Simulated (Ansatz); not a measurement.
Ansatz (an electronic-structure program) input:

Ansatz 0.2 input:
```yaml
crystal:
  periodic: [false, false, false]
  atoms:
    - {symbol: B, position_ang: [0.15086939, 0.37208870, -0.28730287]}
    - {symbol: C, position_ang: [1.48918314, -0.26475359, -0.08957593]}
    - {symbol: C, position_ang: [-1.19760638, -0.15122666, 0.34661585]}
    - {symbol: Br, position_ang: [0.07667171, 1.93671137, -1.39440253]}
    - {symbol: H, position_ang: [2.39904817, 0.11243032, -0.53204454]}
    - {symbol: H, position_ang: [1.64079097, -1.14795117, 0.51050951]}
    - {symbol: H, position_ang: [-1.06306214, -1.02867927, 0.97472020]}
    - {symbol: H, position_ang: [-1.92468177, -0.40935357, -0.42561084]}
    - {symbol: H, position_ang: [-1.67760246, 0.61785533, 0.95455475]}
basis:
  gaussian:
    orbitals: def2-TZVP
hamiltonian:
  xc: b3lyp
  dispersion: d3bj
magnetization: {spin_polarized: true, initial_magnetization: 1}
relax: {f_tol: 0.002, max_steps: 150}
```

### Question
Predict the final energy.

### Answer
-2678.31024 Eh (B3LYP-D3(BJ)/def2-TZVP). The basis has 171 functions.

It need not be the lowest isomer of its formula.
